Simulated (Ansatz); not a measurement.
Diatomic AlMo, multiplicity 8 (an upper state: multiplicity 6 came lower at CCSD(T)/def2-TZVPP on PBE0 minima). No spin–orbit coupling.

Constants: fifth-degree fit in 1/R to seven points, most abundant isotopes. In def2 and cc sets the state is the lowest found near the PBE0 minimum, followed along R.

The values were computed with Ansatz (Gaussian orbitals). Values without a source in brackets are computed. In def2 rows elements past Kr take small-core potentials, without spin–orbit coupling.

```csv
level,r_e (Å),ω_e (cm⁻¹),B_e (cm⁻¹),ω_e x_e (cm⁻¹),dipole (D)
PBE/def2-TZVPP,2.705,224,0.109,1.6,1.16
PBE0/def2-TZVPP,2.719,216,0.108,1.6,1.58
wB97X-V/def2-TZVPP,2.715,216,0.108,1.8,2.09
CCSD/def2-TZVPP,2.736,205,0.106,2.0,-
CCSD(T)/def2-TZVPP,2.707,218,0.109,1.9,-
```

Correlated levels freeze the inner cores; with def2 sets outer-core shells near the valence are correlated too.

Ansatz is an electronic-structure program.
